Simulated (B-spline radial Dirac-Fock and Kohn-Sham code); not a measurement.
## The Pd-like isoelectronic sequence (46 electrons), Z = 56 to 64

Calculated with a radial B-spline solver, using multi-electron Dirac-Fock with separately optimised hole states, Breit and Lamb-shift corrections added in first order. Binding energies in eV, tabulated ground configurations ([Kr] 4d10 throughout). The model has no electron correlation.

```csv
ion,2p3/2,3p1/2,3d3/2,4d3/2,outermost level,NIST ionisation energy
Ba¹⁰⁺,5408.8,1298.6,955.2,243.8,241.1 (4d5/2),241 ± 2.4
La¹¹⁺,5671.2,1392.6,1034.7,278.5,275.4 (4d5/2),275 ± 2.5
Ce¹²⁺,5940.6,1490.4,1117.6,314.9,311.4 (4d5/2),312 ± 3
Pr¹³⁺,6217.1,1592.0,1203.6,353.2,349.3 (4d5/2),350 ± 3
Nd¹⁴⁺,6500.7,1697.3,1292.8,393.3,388.9 (4d5/2),389 ± 3
Pm¹⁵⁺,?,?,?,?,?,?
Sm¹⁶⁺,7088.9,1919.3,1480.9,479.0,473.5 (4d5/2),474 ± 3
Eu¹⁷⁺,7393.5,2036.1,1579.7,524.6,518.4 (4d5/2),518 ± 3
Gd¹⁸⁺,7705.2,2156.8,1681.7,571.9,565.1 (4d5/2),565 ± 3
```

Q: Fill in the row of Pm¹⁵⁺.

A: 2p3/2 6791.3, 3p1/2 1806.4, 3d3/2 1385.2, 4d3/2 435.2, outermost 430.3 (4d5/2), NIST 430 ± 3 eV.

NIST's values are for the lowest levels; a dash marks a value that is missing or belongs to another shell. Their kind here: theoretical.
